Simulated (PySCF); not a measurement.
Harmonic spectrum computed at PBE0 in the def2-TZVP basis family (core potentials from Rb on, PySCF, no spin–orbit coupling):

```
symmetry  ω (cm⁻¹)  IR (km/mol, summed over degenerate members)
      t2       813                                          147
       e       907                                          0.0
      t2      2278                                          256
      a1      2309                                          0.0
```

Q: Which molecule gave it? In each, all ligands are bound to the one heavy central atom.
A. CeH₄ (singlet)
B. RuH₄ (singlet)
C. OsH₄ (singlet)
D. TaH₄ (doublet)
E. ReH₄ (doublet)

A: C. It has Td symmetry with Os–H 1.585 Å (×4).
